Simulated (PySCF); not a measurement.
ZrOCl2, SMILES [O]=[Zr]([Cl])[Cl], multiplicity 1.

The structure is a stationary point at B3LYP-D3(BJ)/def2-SVP. The multiplicity is an assumed one; other spin states were not compared. The def2 effective core potentials stand for the cores of Zr; spin–orbit coupling is left out.

The numbers are results of TDDFT-LC-ωPBE/def2-SVPD (PySCF), not measurements.

Vertical excitations. The molecule is in vacuum. State labels are in the subgroup Cs.

```
state  symmetry  energy (eV)  λ (nm)      f                                                               main pairs
-----  --------  -----------  ------  -----  -----------------------------------------------------------------------
S1           A"         4.67     266  0.001                                                           HOMO→LUMO 74 %
S2           A'         4.74     262  0.002                                       HOMO−1→LUMO 73 %, HOMO−6→LUMO 12 %
S3           A'         5.10     243  0.010                                       HOMO−5→LUMO 48 %, HOMO−3→LUMO 31 %
S4           A"         5.36     231  0.001                                                       HOMO−1→LUMO+1 83 %
S5           A'         5.38     230  0.010                                                         HOMO→LUMO+1 82 %
S6           A"         5.79     214  0.006  HOMO−2→LUMO 56 %, HOMO−3→LUMO+1 18 %, HOMO−5→LUMO+1 11 %, HOMO→LUMO 9 %
S7           A"         5.86     212  0.010                 HOMO−5→LUMO+1 47 %, HOMO−2→LUMO 26 %, HOMO−3→LUMO+1 18 %
S8           A'         6.01     206  0.033                                       HOMO−3→LUMO 54 %, HOMO−5→LUMO 34 %
S9           A"         6.05     205  0.002                                                         HOMO−4→LUMO 83 %
S10          A'         6.14     202  0.004                                   HOMO−2→LUMO+1 53 %, HOMO−1→LUMO+2 19 %
T1           A'         4.47     277      0                                       HOMO−1→LUMO 68 %, HOMO−6→LUMO 17 %
T2           A"         4.59     270      0                                                           HOMO→LUMO 71 %
T3           A'         4.79     259      0                                       HOMO−5→LUMO 52 %, HOMO−3→LUMO 29 %
T4           A"         5.16     240      0                                                       HOMO−1→LUMO+1 80 %
```
Triplets are in the Tamm–Dancoff approximation, which puts them higher than full response would, so one can lie above its singlet here.
